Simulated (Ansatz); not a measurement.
A nudged elastic band was laid between two geometries of Cl2GaHO (5 atoms, charge 0, multiplicity 1).

These are results of RKS PBE-D4/def2-SVP (Ansatz), not measurements.

| Property | Result |
| --- | --- |
| movable images | 7 |
| climbing image | yes |
| spring | 5.0 eV/Å² |
| optimiser | quadratic models (default) |
| start path | through a guess of the saddle point |
| force threshold | 0.03 eV/Å |
| iteration limit | 60 |
| end points | relaxed |

First end point:

```xyz
5
Properties=species:S:1:pos:R:3
O 0.267 1.374 0.255
Ga 0.117 -0.395 0.056
Cl 1.517 -1.649 1.071
Cl -1.428 -1.247 -1.172
H -0.424 1.843 -0.252
```

Last end point:

```xyz
5
Properties=species:S:1:pos:R:3
O -0.273 1.386 -0.159
Ga -0.090 -0.390 -0.103
Cl 1.472 -1.312 1.052
Cl -1.468 -1.581 -1.219
H 0.409 1.823 0.387
```

Q: Which bonds break or form, and what moves?

A: No bond is made or broken. The dihedral H5–O1–Ga2–Cl3 goes from -180 to 0°. The two ends are copies of one structure, up to a mirror image or an exchange of like atoms.

Q: Give the energies along the band, and the barrier.

A: It converged. The highest image is number 4 of 0 to 8, 15.9 kJ/mol above the ends, which have the same energy within 2 meV. A vibrational analysis at the climbing image gives one clearly imaginary mode, 347i cm⁻¹: a first-order saddle point.

```
image  path coordinate (Å)  energy (kJ/mol)  dihedral H5–O1–Ga2–Cl3 (°)
    0                 0.00              0.0                        -180
    1                 0.24              2.4                        -159
    2                 0.48              8.0                        -138
    3                 0.72             13.6                        -115
    4                 0.95             15.9                         -93
    5                 1.19             13.5                         -69
    6                 1.43              7.9                         -45
    7                 1.67              2.4                         -21
    8                 1.91              0.0                           0
```

Q: What is the geometry of the highest image?

A: 
```xyz
5
Properties=species:S:1:pos:R:3
O 0.264 1.378 -0.286
Ga 0.064 -0.388 -0.075
Cl 1.385 -1.499 1.200
Cl -1.395 -1.473 -1.215
H -0.269 1.909 0.334
```

Q: What are the harmonic wavenumbers there?

A: 347i, 125, 149, 170, 385, 447, 671, 762, 3740 cm⁻¹.

Run time: 3.6 min on 1 thread of Intel(R) Xeon(R) Processor @ 2.70GHz, on a shared host, peak memory 0.14 GiB.
